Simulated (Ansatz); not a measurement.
[ReOF4]- (ReOF4⁻), 6 atoms. Hardware: 4 threads of Arm Neoverse V2 on a shared host.

In the def2 sets Re takes a core potential; there is no spin–orbit coupling. Correlated methods freeze 5 core orbitals; core or outer-core shells of Re are correlated, in sets that lack core-valence functions.

Task: How many basis functions does each of these Ansatz runs have, and roughly what does it cost? r2SCANh-D4/def2-TZVPD, charge -1 singlet, energy, from earlier orbitals; PBE0-D4/def2-TZVPD, charge -1 unrestricted singlet, energy, from earlier orbitals; r2SCAN-D4/def2-TZVPD, charge 0 doublet at the geometry of the charge -1 singlet, energy, from earlier orbitals; RPA@PBE/def2-TZVPD, charge -1 singlet, energy, from earlier orbitals; PBE-D4/def2-TZVPD, charge -1 unrestricted singlet, energy, from earlier orbitals; ωB97X-V/def2-TZVPD, charge -1 singlet, energy, from earlier orbitals; r2SCAN-D4/def2-TZVPD, charge -1 unrestricted singlet, energy, from earlier orbitals; BLYP-D4/def2-TZVPD, charge -1 singlet, energy, from earlier orbitals; PBE-D4/def2-TZVPD, charge -1 triplet, energy, from earlier orbitals; MP2/def2-TZVPD, charge -1 singlet, energy, from earlier orbitals; PBE0-D4/def2-SVP, charge -1 triplet, energy with a search over starts; r2SCANh-D4/def2-TZVPD, charge -1 triplet, energy, from earlier orbitals.

Result: Other jobs shared the machine, so times can vary by a factor of up to 3. A dash marks memory too small to be measured apart from the calling script's.

| run | functions | fitting or Cholesky vectors | wall time | peak host memory (GiB) |
| --- | --- | --- | --- | --- |
| BLYP-D4/def2-TZVPD, charge -1 singlet, energy, from earlier orbitals | 243 | 1339 | 3.1 s | – |
| PBE0-D4/def2-SVP, charge -1 triplet, energy with a search over starts | 102 | 947 | 3.5 s | – |
| PBE-D4/def2-TZVPD, charge -1 triplet, energy, from earlier orbitals | 243 | 1339 | 4.5 s | – |
| MP2/def2-TZVPD, charge -1 singlet, energy, from earlier orbitals | 243 | 1655 | 4.6 s | 0.66 |
| PBE-D4/def2-TZVPD, charge -1 unrestricted singlet, energy, from earlier orbitals | 243 | 1339 | 5.5 s | – |
| r2SCANh-D4/def2-TZVPD, charge -1 singlet, energy, from earlier orbitals | 243 | 1339 | 6 s | 0.68 |
| RPA@PBE/def2-TZVPD, charge -1 singlet, energy, from earlier orbitals | 243 | 1655 | 9 s | 0.77 |
| r2SCAN-D4/def2-TZVPD, charge 0 doublet at the geometry of the charge -1 singlet, energy, from earlier orbitals | 243 | 1339 | 10 s | – |
| ωB97X-V/def2-TZVPD, charge -1 singlet, energy, from earlier orbitals | 243 | 1368 | 11 s | 0.81 |
| r2SCAN-D4/def2-TZVPD, charge -1 unrestricted singlet, energy, from earlier orbitals | 243 | 1339 | 12 s | – |
| r2SCANh-D4/def2-TZVPD, charge -1 triplet, energy, from earlier orbitals | 243 | 1339 | 13 s | 0.94 |
| PBE0-D4/def2-TZVPD, charge -1 unrestricted singlet, energy, from earlier orbitals | 243 | 1394 | 25 s | 1.2 |
